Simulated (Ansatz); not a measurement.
Computed with Ansatz on PBE0-D4/def2-TZVP structures; ΔE is electronic, products minus reactants. CCSD(T)/CBS is the MP2 limit (def2-TZVPP, def2-QZVPP) plus CCSD(T) − MP2 in def2-TZVPP, frozen cores. DFT in def2-TZVPP. HSE06 is defined as in plane-wave codes. Elements past krypton have def2 core potentials. For Ge, In outer-core shells are correlated without core-valence functions, which leaves a few kJ/mol of doubt a bond. Scalar relativity is left out up to krypton. Each species was taken in one conformer, which may not be the lowest.

Consider the formal exchange of groups at the In–S bond: `[CH3][In]([NH2])[SH]` + `C[CH2][GeH3]` → `[CH3][In]([NH2])[GeH3]` + `CCS`.

`[CH3][In]([NH2])[SH]`:

```xyz
10

C    -0.102   -1.598    1.132
In    0.101   -0.012   -0.285
N    -0.242    1.937    0.112
S     0.957   -0.396   -2.491
H     0.553   -1.410    1.984
H    -1.131   -1.651    1.489
H     0.169   -2.548    0.674
H    -0.360    2.586   -0.651
H    -0.853    2.192    0.873
H     0.907    0.900   -2.839
```

`C[CH2][GeH3]`:

```xyz
11

C    -0.916    0.457   -1.017
C     0.216   -0.448   -0.551
Ge    0.725   -0.142    1.317
H    -0.644    1.513   -0.937
H    -1.179    0.265   -2.061
H    -1.820    0.308   -0.419
H     1.108   -0.301   -1.166
H    -0.062   -1.500   -0.651
H    -0.483   -0.392    2.240
H     1.183    1.317    1.507
H     1.871   -1.079    1.739
```

`[CH3][In]([NH2])[GeH3]`:

Z-matrix (Å, degrees):
```
C
In 1 2.149
H 1 1.091 2 110.2
H 1 1.090 2 110.2 3 -120.4
H 1 1.091 2 110.2 3 119.2
N 2 2.015 1 114.8 3 121.3
Ge 2 2.594 1 130.9 3 -58.7
H 6 1.007 2 124.4 1 -0.0
H 6 1.006 2 124.4 1 179.9
H 7 1.541 2 112.3 1 -178.9
H 7 1.542 2 111.6 1 60.7
H 7 1.542 2 111.6 1 -58.5
```

`CCS`:

Cartesian coordinates in Å:
```
C 0.418 -0.258 0.829
C -0.185 -0.356 -0.557
S -0.173 1.202 -1.483
H 1.443 0.114 0.783
H 0.425 -1.238 1.315
H -0.157 0.424 1.459
H 0.392 -1.041 -1.183
H -1.205 -0.742 -0.522
H -0.958 1.893 -0.641
```

```csv
species,HSE06-D4 energy (Eh)
`[CH3][In]([NH2])[SH]`,-684.62993
`C[CH2][GeH3]`,-2157.68393
`[CH3][In]([NH2])[GeH3]`,-2364.48057
`CCS`,-477.80920
```

(1) Work out ΔE.

Largest T1 diagnostic among the species: 0.013.

Answers

(1) ΔE = (-2364.48057) + (-477.80920) − (-684.62993) − (-2157.68393) = 0.02409 Eh = +63.2 kJ/mol. CCSD(T)/CBS gives +70.0 kJ/mol.

From BLYP to BHLYP (50 % exact exchange), in def2-TZVPP and without D4, ΔE moves by +7.9 kJ/mol. At CCSD(T), def2-SVP lies −6.1 kJ/mol from the extrapolated value and def2-TZVPP +1.5 kJ/mol. Leaving LDA and LC-ωPBE aside and taking each functional with its dispersion term where it has one, the values, not all of them listed here, spread over 13.7 kJ/mol, from PBE-D4 to B97M-V.
